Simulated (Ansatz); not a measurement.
Ansatz (a quantum-chemistry and plane-wave program) input (B3LYP-D3(BJ)/def2-TZVP):

Ansatz 0.2 input:
```yaml
crystal:
  periodic: [false, false, false]
  atoms:
    - {symbol: Ge, position_ang: [0.79270386, -0.02972188, 0.01761123]}
    - {symbol: O, position_ang: [-0.81760629, 0.01841369, 0.03189974]}
basis:
  gaussian:
    orbitals: def2-TZVP
hamiltonian:
  xc: b3lyp
  dispersion: d3bj
total_charge: 1
magnetization: {spin_polarized: true, initial_magnetization: 1}
relax: {f_tol: 0.002, max_steps: 150}
```

End of the output:

```
the calculation of the forces begins
reference -58556.52254151 eV, -2151.9125123641 hartree; 20, 19 occupied and 59, 60 virtual orbitals, 540 factors
relax step  10: F+E_penalty+E_count = -58556.55723860 eV  Δ(F+E_penalty+E_count) = -4.595e-4 eV  max|allowed force component| = 4.239e-4 eV/Å  Δτ_max = 0.0030 Å  (48 SCF iters, accepted)
integrals: 0.01 GiB planned
540 factors; their error is unknown
mean field: 0.26 GiB planned
mean field evaluation 160: about -58544.9298 eV, gradient 4.0e1 eV
mean field evaluation 192: about -58517.9349 eV, gradient 9.5e1 eV
mean field -58556.52237848 eV, -2151.9125063727 hartree, gradient 1.4e-5 eV, S^2 0.755732; 5 other end points of the search recorded, 0 dependent functions left out
the calculation of the forces begins
reference -58556.52254151 eV, -2151.9125123641 hartree; 20, 19 occupied and 59, 60 virtual orbitals, 540 factors
Total energy: -58556.55740163 eV, -2151.9137934499 hartree
Atom 0 at     0.879257    -0.032309     0.016843 Å, force    -0.000424     0.000013     0.000004 eV/Å
Atom 1 at    -0.904160     0.021001     0.032668 Å, force     0.000424    -0.000013    -0.000004 eV/Å
Dipole moment:     0.484104    -0.014471    -0.004296 e Å
```
